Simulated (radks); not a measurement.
Q: Rh VI, 40 electrons, occupied as [Kr] 4d4 (the NIST ground configuration). All-electron calculation, Dirac Kohn-Sham, LDA (Slater exchange, Perdew-Wang correlation), spin-unpolarised, spherical densities, finite nucleus; open shells are shared between the two j in proportion to 2j + 1; Fermi nuclear charge, rms radius 4.4945 fm. Program: a radial shooting solver on a logarithmic mesh with Libxc functionals. Some entries of the table are withheld. Estimate them.

orbital  occ.  eigenvalue (eV)  <1/r> (bohr^-1)
1s1/2       2        -23069.37            47.00
2s1/2       2        -3408.349            10.78
2p1/2       2        -3163.253            10.76
2p3/2       4        -3018.876            10.17
3s1/2       2        -668.7796            3.739
3p1/2       2              (1)            3.646
3p3/2       4              (2)            3.502
3d3/2       4        -377.3206              (3)
3d5/2       6        -372.4008              (4)
4s1/2       2        -152.6845            1.444
4p1/2       2              (5)            1.337
4p3/2       4              (6)            1.294
4d3/2     1.6         -71.3193            1.053
4d5/2     2.4         -70.7271            1.044

A: 
(1) 3p1/2 eigenvalue (eV): -572.7770
(2) 3p3/2 eigenvalue (eV): -547.8892
(3) 3d3/2 <1/r> (bohr^-1): 3.333
(4) 3d5/2 <1/r> (bohr^-1): 3.295
(5) 4p1/2 eigenvalue (eV): -122.5782
(6) 4p3/2 eigenvalue (eV): -118.2877
